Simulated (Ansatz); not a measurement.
Reaction (formal exchange of groups at a Ge–Ge bond): `[Cl][GeH2][GeH2][Cl]` + `[SiH3]Br` → `[Cl][GeH2][SiH2]Br` + `[Cl][GeH3]`

Computed with Ansatz on PBE0-D4/def2-TZVP structures; ΔE is electronic, products minus reactants. CCSD(T)/CBS is the MP2 limit (def2-TZVPP, def2-QZVPP) plus CCSD(T) − MP2 in def2-TZVPP, frozen cores. DFT in def2-TZVPP. B3LYP here is the variant with VWN-RPA as its local correlation; programs differ in this. For Br, Ge outer-core shells are correlated without core-valence functions, which leaves a few kJ/mol of doubt a bond. Scalar relativity is left out up to krypton. Each species was taken in one conformer, which may not be the lowest.

| level | ΔE (kcal/mol) | difference from CCSD(T)/CBS |
| --- | --- | --- |
| PBE0-D4 | 3.3 | -0.7 |
| B3LYP-D4 | 4.3 | 0.3 |
| ωB97X-V | 3.7 | -0.3 |
| r2SCAN | 3.7 | -0.3 |
| PBE0 | 3.6 | -0.4 |
| CCSD(T)/def2-TZVPP | 4.1 | 0.1 |
| MP2/def2-QZVPP | 4.5 | 0.5 |
| SCS-MP2/def2-QZVPP | 4.5 | 0.5 |
| MP2/CBS(def2) | 4.4 | 0.4 |
| CCSD/CBS(def2) | 4.2 | 0.2 |
| CCSD(T)/CBS | 4.0 | 0 |

Largest T1 diagnostic among the species: 0.010.

CCSD(T)/CBS has its own doubt, a few kJ/mol and more with outer-core shells, so smaller differences from it don't rank the levels.
